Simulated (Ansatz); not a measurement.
Reaction (formal exchange of groups at a Te–Si bond): `N[Si](O)(O)[TeH]` + `C=[CH][GeH3]` → `C=[C]([GeH3])[TeH]` + `N[SiH](O)O`

Program: Ansatz. Geometries: PBE0-D4/def2-TZVP. ΔE: electronic, gas phase. CBS: MP2 limit from def2 TZ/QZ plus the TZ coupled-cluster correction, frozen cores. This one scheme is used for every species. DFT in def2-TZVPP. B3LYP here is the variant with VWN-RPA as its local correlation; programs differ in this. Elements past krypton have def2 core potentials. For Ge, Te outer-core shells are correlated without core-valence functions, which leaves a few kJ/mol of doubt a bond. Scalar relativity is left out up to krypton. One conformer a species, not always the lowest.

`N[Si](O)(O)[TeH]`:

Z-matrix (Å, degrees):
```
Si
O 1 1.638
O 1 1.637 2 115.5
N 1 1.699 2 102.8 3 -120.6
Te 1 2.501 2 110.8 3 111.4
H 2 0.959 1 115.6 3 -77.7
H 3 0.961 1 115.8 2 -70.7
H 4 1.007 1 120.4 2 -175.0
H 4 1.007 1 118.9 2 -30.3
H 5 1.658 1 90.8 2 59.9
```

`C=[CH][GeH3]`:

Z-matrix (Å, degrees):
```
Ge
C 1 1.938
H 1 1.539 2 110.6
H 1 1.538 2 108.6 3 -120.2
H 1 1.539 2 110.6 3 119.5
C 2 1.327 1 123.1 3 120.1
H 2 1.088 1 118.1 3 -59.9
H 6 1.087 2 121.9 1 -180.0
H 6 1.086 2 122.0 1 0.0
```

`C=[C]([GeH3])[TeH]`:

Z-matrix (Å, degrees):
```
Ge
C 1 1.945
H 1 1.536 2 109.9
H 1 1.539 2 108.4 3 -120.8
H 1 1.538 2 109.2 3 119.3
Te 2 2.106 1 118.0 3 -61.1
C 2 1.330 1 121.9 3 114.7
H 6 1.659 2 93.6 1 -30.3
H 7 1.087 2 123.2 1 180.0
H 7 1.087 2 120.8 1 0.1
```

`N[SiH](O)O`:

Z-matrix (Å, degrees):
```
Si
O 1 1.639
O 1 1.639 2 116.1
N 1 1.714 2 107.1 3 -119.6
H 1 1.475 2 104.4 3 114.2
H 2 0.959 1 117.1 3 74.9
H 3 0.959 1 117.0 2 -75.2
H 4 1.008 1 119.6 2 171.6
H 4 1.008 1 119.6 2 -46.2
```

| level | ΔE (kJ/mol) | difference from CCSD(T)/CBS |
| --- | --- | --- |
| PBE-D4 | 92.8 | 5.5 |
| r2SCAN-D4 | 94.8 | 7.5 |
| PBE0-D4 | 97.5 | 10.2 |
| B3LYP-D4 | 90.9 | 3.6 |
| ωB97X-V | 93.9 | 6.6 |
| ωB97M-V | 94.8 | 7.5 |
| B2PLYP | 88.0 | 0.7 |
| PBE | 93.1 | 5.8 |
| r2SCAN | 94.8 | 7.5 |
| PBE0 | 97.7 | 10.4 |
| B3LYP | 91.6 | 4.3 |
| HF/def2-TZVPP | 99.1 | 11.8 |
| MP2/def2-TZVPP | 81.9 | -5.4 |
| SCS-MP2/def2-TZVPP | 80.1 | -7.2 |
| CCSD/def2-TZVPP | 86.3 | -1.0 |
| CCSD(T)/def2-TZVPP | 83.3 | -4.0 |
| HF/def2-QZVPP | 97.7 | 10.4 |
| MP2/def2-QZVPP | 83.7 | -3.6 |
| SCS-MP2/def2-QZVPP | 82.1 | -5.2 |
| HF/CBS(def2) | 97.5 | 10.2 |
| MP2/CBS(def2) | 85.8 | -1.5 |
| CCSD/CBS(def2) | 90.2 | 2.9 |
| CCSD(T)/CBS | 87.3 | 0 |

Largest T1 diagnostic among the species: 0.012.

From PBE to PBE0 (25 % exact exchange), in def2-TZVPP and without D4, ΔE moves by +4.5 kJ/mol. In def2-TZVPP, CCSD(T) changes the Hartree–Fock value by −15.7 kJ/mol (the triples alone add −2.9 kJ/mol) and MP2 by −17.2 kJ/mol.
